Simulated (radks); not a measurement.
Spherical quantum dot in the effective-mass picture: electrons in a hard-walled sphere of radius 3.1, all in effective atomic units (hartree* = m*/eps^2 hartree, bohr* = eps/m* bohr), one dielectric constant everywhere. Calculated with a radial shooting solver with Libxc functionals: non-relativistic Kohn-Sham, LDA (Slater exchange, Perdew-Wang correlation), spin-polarised, spherical densities. Levels are named by radial order and angular momentum (1s, 1p, 1d, 2s, ...), and open shells are averaged over m.

N = 6, configuration 1s2 1p(up 3, down 1). This is the lowest configuration that the search found. Occupied and some empty levels:

level    occupation  eigenvalue (hartree*)  <r> (bohr*)
1s up             1                 2.9921        1.773
1s down           1                 3.0604        1.770
1p up             3                 3.3950        1.961
1p down           1                 3.4656        1.962
1d up             0                 3.9837        2.087
1d down           0                 4.0537        2.089
2s up             0                 4.5941        1.474
2s down           0                 4.6430        1.473
1f up             0                 4.7319        2.181
1f down           0                 4.8003        2.184

Energy (hartree*): total 11.8372, kinetic 5.5013, external 0, Hartree 8.5461, exchange-correlation -2.2102.

Electron density:

r (bohr*)  n(r) (e/bohr*^3)
0.0785              0.04458
0.311               0.04900
0.543               0.05822
0.775               0.07107
1.01                0.08554
1.24                0.09880
1.47                 0.1073
1.70                 0.1073
1.94                0.09669
2.17                0.07582
2.40                0.04897
2.63                0.02317
2.87               0.005755
3.10              5.265e-06
